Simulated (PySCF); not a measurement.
A core-ionisation job on `COCCP1C[C@H]1C`.

Computed with delta-SCF UKS SCAN, pcX-2 on the ionised atom, pcseg-1 elsewhere, spin-free X2C (PySCF 2.14.0). Geometry: PBE0-D3(BJ)/def2-SVP. A driver script takes a list of jobs; this job's settings line and coordinates (Å) are shown.

Input:
```
{"job": {"kind": "xps"}, "charge": 0, "multiplicity": 1}
C     -3.046871     1.139864    -0.909506
O     -2.102376     0.119679    -0.966070
C     -1.721581    -0.365106     0.286588
C     -0.620914    -1.387050     0.098396
P      0.835220    -0.678895    -0.839576
C      2.227007    -1.310086     0.218496
C      1.776566     0.067639     0.585734
C      2.677497     1.248029     0.329097
H     -3.270974     1.451814    -1.939089
H     -3.989747     0.808219    -0.429747
H     -2.673167     2.020190    -0.349052
H     -1.362008     0.465440     0.931810
H     -2.589042    -0.822268     0.809803
H     -0.302637    -1.776931     1.078000
H     -1.011216    -2.235855    -0.487251
H      2.018659    -2.134514     0.907924
H      3.193627    -1.403056    -0.289271
H      1.201614     0.135599     1.517903
H      2.112632     2.192456     0.338271
H      3.469178     1.314965     1.094547
H      3.169810     1.166511    -0.652504
```

Output:
```
ground state, core basis on atom 0 (C), 212 functions
  cycle   1  E = -653.56300958  |g| = 6.76e-01
  cycle   2  E = -653.39790244  |g| = 1.09e+00
  cycle   3  E = -653.67066213  |g| = 1.48e-01
  cycle   4  E = -653.67496430  |g| = 4.68e-02
  cycle   5  E = -653.67545363  |g| = 1.17e-02
  cycle   6  E = -653.67548212  |g| = 5.81e-03
  cycle   7  E = -653.67549177  |g| = 9.84e-04
  cycle   8  E = -653.67549062  |g| = 7.99e-04
  cycle   9  E = -653.67549271  |g| = 1.13e-04
  E(ground) = -653.71670447 Eh
hole in C 1s of atom 0
  cycle   1  E = -642.39038111  |g| = 1.50e+00
  cycle   2  E = -636.53358009  |g| = 2.96e+00
  cycle   3  E = -640.26227613  |g| = 1.84e+00
  cycle   4  E = -642.80362898  |g| = 5.79e-01
  cycle   5  E = -642.89408832  |g| = 3.31e-01
  cycle   6  E = -642.93774625  |g| = 8.33e-02
  cycle   7  E = -642.94136789  |g| = 1.80e-02
  cycle   8  E = -642.94149141  |g| = 1.22e-02
  cycle   9  E = -642.94157269  |g| = 4.89e-03
  cycle  10  E = -642.94158618  |g| = 2.68e-03
  cycle  11  E = -642.94159053  |g| = 1.11e-03
  cycle  12  E = -642.94159141  |g| = 6.38e-04
  cycle  13  E = -642.94159202  |g| = 2.31e-04
  E(ion) = -642.98105506 Eh   <S^2> = 0.7724   hole on atom = 1.000   binding energy = 292.132 eV
ground state, core basis on atom 1 (O), 212 functions
  cycle   1  E = -653.70376049  |g| = 9.42e-02
  cycle   2  E = -653.70351597  |g| = 4.47e-02
  cycle   3  E = -653.70335876  |g| = 5.43e-02
  cycle   4  E = -653.70389762  |g| = 5.71e-03
  cycle   5  E = -653.70390778  |g| = 1.01e-03
  cycle   6  E = -653.70390957  |g| = 3.91e-04
  E(ground) = -653.74355653 Eh
hole in O 1s of atom 1
  cycle   1  E = -633.09840348  |g| = 2.23e+00
  cycle   2  E = -629.61507889  |g| = 3.05e+00
  cycle   3  E = -633.27974421  |g| = 1.04e+00
  cycle   4  E = -633.82535490  |g| = 4.55e-01
  cycle   5  E = -633.88141327  |g| = 2.67e-01
  cycle   6  E = -633.91751703  |g| = 1.00e-01
  cycle   7  E = -633.92270261  |g| = 1.11e-02
  cycle   8  E = -633.92273561  |g| = 8.25e-03
  cycle   9  E = -633.92277541  |g| = 1.81e-03
  cycle  10  E = -633.92277681  |g| = 1.00e-03
  cycle  11  E = -633.92277558  |g| = 3.37e-04
  E(ion) = -633.96222755 Eh   <S^2> = 0.7625   hole on atom = 1.000   binding energy = 538.277 eV
ground state, core basis on atom 2 (C), 212 functions
  cycle   1  E = -653.67664674  |g| = 7.23e-02
  cycle   2  E = -653.67575300  |g| = 8.41e-02
  cycle   3  E = -653.67689215  |g| = 2.67e-02
  cycle   4  E = -653.67702291  |g| = 3.63e-03
  cycle   5  E = -653.67702531  |g| = 1.30e-03
  cycle   6  E = -653.67702422  |g| = 2.07e-04
  E(ground) = -653.71780063 Eh
hole in C 1s of atom 2
  cycle   1  E = -642.38237933  |g| = 1.51e+00
  cycle   2  E = -639.22096080  |g| = 2.70e+00
  cycle   3  E = -642.56555475  |g| = 8.69e-01
  cycle   4  E = -642.85663834  |g| = 4.77e-01
  cycle   5  E = -642.93858534  |g| = 1.47e-01
  cycle   6  E = -642.94649070  |g| = 6.19e-02
  cycle   7  E = -642.94883172  |g| = 1.56e-02
  cycle   8  E = -642.94893094  |g| = 9.64e-03
  cycle   9  E = -642.94898335  |g| = 2.75e-03
  cycle  10  E = -642.94898869  |g| = 1.82e-03
  cycle  11  E = -642.94899091  |g| = 7.62e-04
  cycle  12  E = -642.94899179  |g| = 2.61e-04
  E(ion) = -642.98822877 Eh   <S^2> = 0.7728   hole on atom = 1.000   binding energy = 291.967 eV
ground state, core basis on atom 3 (C), 212 functions
  cycle   1  E = -653.67492787  |g| = 5.88e-02
  cycle   2  E = -653.67487365  |g| = 2.50e-02
  cycle   3  E = -653.67489795  |g| = 2.30e-02
  cycle   4  E = -653.67501901  |g| = 2.94e-03
  cycle   5  E = -653.67502165  |g| = 6.91e-04
  cycle   6  E = -653.67502206  |g| = 1.83e-04
  E(ground) = -653.71636142 Eh
hole in C 1s of atom 3
  cycle   1  E = -642.42539676  |g| = 1.52e+00
  cycle   2  E = -641.43208134  |g| = 2.00e+00
  cycle   3  E = -642.92273792  |g| = 4.19e-01
  cycle   4  E = -642.96482957  |g| = 2.76e-01
  cycle   5  E = -643.00599445  |g| = 8.32e-02
  cycle   6  E = -643.00942373  |g| = 2.43e-02
  cycle   7  E = -643.00970225  |g| = 1.07e-02
  cycle   8  E = -643.00974493  |g| = 4.74e-03
  cycle   9  E = -643.00975671  |g| = 1.29e-03
  cycle  10  E = -643.00975796  |g| = 7.41e-04
  cycle  11  E = -643.00975852  |g| = 2.70e-04
  E(ion) = -643.04961999 Eh   <S^2> = 0.7710   hole on atom = 1.000   binding energy = 290.257 eV
ground state, core basis on atom 4 (P), 223 functions
  cycle   1  E = -653.79267474  |g| = 3.41e-01
  cycle   2  E = -653.79205837  |g| = 5.79e-02
  cycle   3  E = -653.78971766  |g| = 1.07e-01
  cycle   4  E = -653.79304199  |g| = 1.00e-02
  cycle   5  E = -653.79306348  |g| = 4.68e-03
  cycle   6  E = -653.79306944  |g| = 4.33e-04
  E(ground) = -653.80424956 Eh
hole in P 1s of atom 4
  cycle   1  E = -573.65357179  |g| = 4.72e+00
  cycle   2  E = -572.01320232  |g| = 2.72e+00
  cycle   3  E = -568.67632564  |g| = 2.74e+00
  cycle   4  E = -574.73148730  |g| = 4.03e-01
  cycle   5  E = -574.71478441  |g| = 4.23e-01
  cycle   6  E = -574.80818284  |g| = 1.05e-01
  cycle   7  E = -574.81335844  |g| = 3.48e-02
  cycle   8  E = -574.81388993  |g| = 9.25e-03
  cycle   9  E = -574.81392098  |g| = 4.31e-03
  cycle  10  E = -574.81393142  |g| = 1.10e-03
  cycle  11  E = -574.81393159  |g| = 4.50e-04
  E(ion) = -574.82582669 Eh   <S^2> = 0.7526   hole on atom = 1.000   binding energy = 2149.112 eV
hole in P 2p of atom 4
  cycle   1  E = -648.38857449  |g| = 1.39e+00
  cycle   2  E = -646.77526194  |g| = 1.92e+00
  cycle   3  E = -648.49216227  |g| = 7.69e-01
  cycle   4  E = -648.77291528  |g| = 1.80e-01
  cycle   5  E = -648.77912807  |g| = 1.49e-01
  cycle   6  E = -648.78864872  |g| = 2.77e-02
  cycle   7  E = -648.78892834  |g| = 1.45e-02
  cycle   8  E = -648.78903100  |g| = 5.36e-03
  cycle   9  E = -648.78904252  |g| = 2.43e-03
  cycle  10  E = -648.78904832  |g| = 8.42e-04
  cycle  11  E = -648.78904990  |g| = 5.56e-04
  cycle  12  E = -648.78904754  |g| = 2.01e-04
  E(ion) = -648.80962451 Eh   <S^2> = 0.7543   hole on atom = 1.002   binding energy = 135.911 eV
  2p3/2 = 135.540 eV   2p1/2 = 136.431 eV
ground state, core basis on atom 5 (C), 212 functions
  cycle   1  E = -653.67521809  |g| = 7.20e-02
  cycle   2  E = -653.67401371  |g| = 7.63e-02
  cycle   3  E = -653.67554567  |g| = 3.24e-02
  cycle   4  E = -653.67581782  |g| = 1.29e-02
  cycle   5  E = -653.67586226  |g| = 1.42e-03
  cycle   6  E = -653.67586467  |g| = 3.99e-04
  E(ground) = -653.71728832 Eh
hole in C 1s of atom 5
  cycle   1  E = -642.42607009  |g| = 1.52e+00
  cycle   2  E = -639.20240748  |g| = 2.62e+00
  cycle   3  E = -642.67677421  |g| = 8.31e-01
  cycle   4  E = -642.95879208  |g| = 3.73e-01
  cycle   5  E = -643.00471527  |g| = 1.54e-01
  cycle   6  E = -643.01447530  |g| = 3.88e-02
  cycle   7  E = -643.01521441  |g| = 1.23e-02
  cycle   8  E = -643.01528543  |g| = 6.23e-03
  cycle   9  E = -643.01530686  |g| = 2.10e-03
  cycle  10  E = -643.01531041  |g| = 1.22e-03
  cycle  11  E = -643.01531111  |g| = 5.75e-04
  cycle  12  E = -643.01531167  |g| = 2.45e-04
  E(ion) = -643.05547304 Eh   <S^2> = 0.7730   hole on atom = 1.000   binding energy = 290.123 eV
ground state, core basis on atom 6 (C), 212 functions
  cycle   1  E = -653.67614066  |g| = 5.84e-02
  cycle   2  E = -653.67603337  |g| = 2.76e-02
  cycle   3  E = -653.67602234  |g| = 2.79e-02
  cycle   4  E = -653.67623033  |g| = 3.26e-03
  cycle   5  E = -653.67623224  |g| = 6.54e-04
  cycle   6  E = -653.67623239  |g| = 2.12e-04
  E(ground) = -653.71758786 Eh
hole in C 1s of atom 6
  cycle   1  E = -642.41653864  |g| = 1.52e+00
  cycle   2  E = -640.05743982  |g| = 2.59e+00
  cycle   3  E = -642.83054913  |g| = 6.05e-01
  cycle   4  E = -642.91916536  |g| = 4.65e-01
  cycle   5  E = -643.00259355  |g| = 1.22e-01
  cycle   6  E = -643.00901664  |g| = 2.49e-02
  cycle   7  E = -643.00935365  |g| = 9.54e-03
  cycle   8  E = -643.00940602  |g| = 4.27e-03
  cycle   9  E = -643.00941896  |g| = 2.04e-03
  cycle  10  E = -643.00942277  |g| = 9.43e-04
  cycle  11  E = -643.00942580  |g| = 4.57e-04
  E(ion) = -643.04976154 Eh   <S^2> = 0.7755   hole on atom = 1.000   binding energy = 290.286 eV
ground state, core basis on atom 7 (C), 212 functions
  cycle   1  E = -653.67374651  |g| = 5.73e-02
  cycle   2  E = -653.67369411  |g| = 2.16e-02
  cycle   3  E = -653.67367827  |g| = 2.26e-02
  cycle   4  E = -653.67380597  |g| = 3.86e-03
  cycle   5  E = -653.67381160  |g| = 4.26e-04
  E(ground) = -653.71489106 Eh
hole in C 1s of atom 7
  cycle   1  E = -642.43507379  |g| = 1.50e+00
  cycle   2  E = -639.41951132  |g| = 2.44e+00
  cycle   3  E = -642.58845668  |g| = 8.99e-01
  cycle   4  E = -642.93326019  |g| = 3.77e-01
  cycle   5  E = -642.98713348  |g| = 1.48e-01
  cycle   6  E = -642.99616754  |g| = 6.15e-02
  cycle   7  E = -642.99808563  |g| = 1.87e-02
  cycle   8  E = -642.99823879  |g| = 7.14e-03
  cycle   9  E = -642.99826686  |g| = 1.96e-03
  cycle  10  E = -642.99826778  |g| = 1.22e-03
  cycle  11  E = -642.99826914  |g| = 5.40e-04
  cycle  12  E = -642.99826970  |g| = 2.01e-04
  E(ion) = -643.03845503 Eh   <S^2> = 0.7682   hole on atom = 1.000   binding energy = 290.521 eV
```

Cycles run on a coarse grid; E(ground) and E(ion) are re-evaluated on a finer one, so they differ from the last cycle. For a 2p shell the printed binding energy is that of one 2p hole without spin–orbit coupling; the 2p3/2 and 2p1/2 values follow from a further step that adds the ground-state splitting of the three 2p orbitals and a mean-field spin–orbit operator, and the shell mean corrects the one hole to the average of the three. The program numbers atoms from 0.

Problem. How does the 1s binding energy of C8 follow from the two total energies?

Solution. E(ion) − E(ground) = -643.03845503 − (-653.71489106) = 10.676436 Eh, times 27.211386 eV gives 290.52 eV.

Main results: C1s of C1 292.13 eV; O1s of O2 538.28 eV; C1s of C3 291.97 eV; C1s of C4 290.26 eV; P1s of P5 2149.11 eV; P2p of P5 135.84 eV (mean of the 2p shell); C1s of C6 290.12 eV; C1s of C7 290.29 eV.

Isolated species at its PBE0-D3(BJ)/def2-SVP geometry (one conformer only).

Problem. How long does this job take on Arm Neoverse N1, one thread, shared host?

Solution. About 5.2 min.
Labels such as C1 count atoms from 1, the log's own numbers from 0.
